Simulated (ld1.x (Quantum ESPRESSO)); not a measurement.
tellurium: excitation energies, all-electron against TM

ld1.x (Quantum ESPRESSO) 7.5 input, shortened:

```
&input
   title='Te', zed=52., rel=1, dft='PBESOL', iswitch=3,
   config='[Kr] 4d10 5s2 5p2'
 /
 &inputp
   pseudotype=2, tm=.true., lloc=0,
   nlcc=.true.
 /
3
5P  2  1   2.00   0.00  2.15  2.15  0.0
4D  3  2  10.00   0.00  1.55  1.55  0.0
5S  1  0   2.00   0.00  1.85  1.85  0.0
 &test
   configts(1)='4d10 5s2 5p2'
 /
```

Energies are relative to the spin-unpolarised reference configuration 4d10 5s2 5p2; without spin polarisation the order of configurations can differ from experiment. The frozen-core shift is the all-electron ΔE with the core orbitals held at their reference shape minus the fully relaxed ΔE.

```
valence configuration  charge  ΔE all-electron (eV)  error AE − PS (meV)  frozen-core shift (meV)
         4d10 5s2 5p4       0               -27.722                  +17                     -4.5
         4d10 5s2 5p3      +1               -17.969                 +7.7                     -3.2
         4d10 5s2 5p1      +3                26.956                 -4.0                     +6.7
          4d9 5s2 5p5       0                10.458                 -617                     +128
          4d9 5s2 5p4      +1                21.473                 -565                     +138
```

(1) What are ΔE and the potential's error for 4d10 5s1 5p4?

(2) What are ΔE and the potential's error for 4d10 5s1 5p5?

Levels in the configuration 4d10 5s2 5p4:

| level | all-electron (eV) | pseudo (eV) |
| --- | --- | --- |
| 4d | -41.588 | -41.738 |
| 5s | -15.152 | -15.165 |
| 5p | -5.968 | -5.975 |

Results:

(1) ΔE = -8.096 eV all-electron; the error (AE − PS) is +0.4 meV.

(2) ΔE = -18.436 eV all-electron; the error (AE − PS) is +7.1 meV.

A variational frozen-core shift is positive and of second order in the change. This column holds negative values, so the frozen-core run of ld1.x carries numerical noise or an error of first order here, and the column gives no more than the rough size of the effect.
